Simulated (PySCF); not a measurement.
# Telling isomers of C8H12N2 apart by NMR

Level of theory: geometry from GFN2-xTB, GIAO PBE0/pcSseg-1 shieldings, in PySCF 2.14 (no solvent model, equivalent nuclei averaged, no relativistic terms, a single conformation).

δ = σ(ref) − σ, references computed at the same level: $^{1}$H (σ = 31.72 ppm) and $^{13}$C (σ = 186.93 ppm) vs TMS. Where no couplings were computed, multiplicities follow the n + 1 count of equivalent neighbours, and m marks all less simple cases (inequivalent or close neighbours, rings, F or P nearby). Shifts are as computed. Against solution values, carbons near 30 ppm lie about +3 ppm off and those near 130 ppm about +5 ppm. Of 1211 compounds with measured shifts, 218 miss one by over three times the rms of a fit or turn the order of signals round; such compounds aren't used in these exercises.

(1) Tabulate the signals of `Cc1ccnn1C1CCC1`, `Cc1cnn(C2CCC2)c1`, `Cc1ccc(C(C)C)nn1` and their relative energies.

(2) What is the quickest way to tell Cc1ccnn1C1CCC1 from Cc1cnn(C2CCC2)c1?

(3) What is the quickest way to tell Cc1ccnn1C1CCC1 from Cc1ccc(C(C)C)nn1?

(4) What is the quickest way to tell Cc1cnn(C2CCC2)c1 from Cc1ccc(C(C)C)nn1?

## Answers

(1) 
| SMILES | carbon types | δC | δH | E rel. (kcal/mol) |
| --- | --- | --- | --- | --- |
| Cc1ccnn1C1CCC1 | 1×C 3×CH 3×CH2 1×CH3 | 142.5, 140.3, 110.5, 51.5, 31.7, 14.5, 13.0 | 7.57 (m, 1H), 6.04 (m, 1H), 4.45 (m, 1H), 3.11 (m, 2H), 2.36 (m, 2H), 2.31 (s, 3H), 1.93 (m, 1H), 1.80 (m, 1H) | 4.8 |
| Cc1cnn(C2CCC2)c1 | 1×C 3×CH 3×CH2 1×CH3 | 144.4, 131.7, 120.5, 56.3, 32.0, 14.4, 11.2 | 7.56 (m, 1H), 7.06 (m, 1H), 4.32 (m, 1H), 3.09 (m, 2H), 2.36 (m, 2H), 2.24 (s, 3H), 1.90 (m, 1H), 1.76 (m, 1H) | 5.9 |
| Cc1ccc(C(C)C)nn1 | 2×C 3×CH 3×CH3 | 172.1, 160.5, 130.4, 129.8, 41.2, 26.1, 24.9 | 7.31 (m, 1H), 7.17 (m, 1H), 2.94 (s, 3H), 2.78 (sept, 1H), 1.56 (d, 6H) | 0.0 |

Energies are electronic energies at PBE0/pcSseg-1 on these geometries, without zero-point or thermal terms, each for the one conformer computed, which needn't be the lowest.

(2) Both give the same number of carbon signals, with the same numbers of each carbon type, so the positions decide. The first has an aromatic CH at 110.5 ppm, the second a substituted aromatic carbon (C) at 120.5 ppm. Their most deshielded carbons lie at 142.5 and 144.4 ppm.

(3) Both give the same number of carbon signals, but DEPT or the intensities differ. The first has an sp3 CH2 in a ring at 31.7 ppm, the second a substituted aromatic carbon next to a ring nitrogen (C) at 172.1 ppm. Their most deshielded carbons lie at 142.5 and 172.1 ppm.

(4) Both give the same number of carbon signals, but DEPT or the intensities differ. The first has an sp3 CH2 in a ring at 32.0 ppm, the second a substituted aromatic carbon next to a ring nitrogen (C) at 172.1 ppm. Their most deshielded carbons lie at 144.4 and 172.1 ppm.
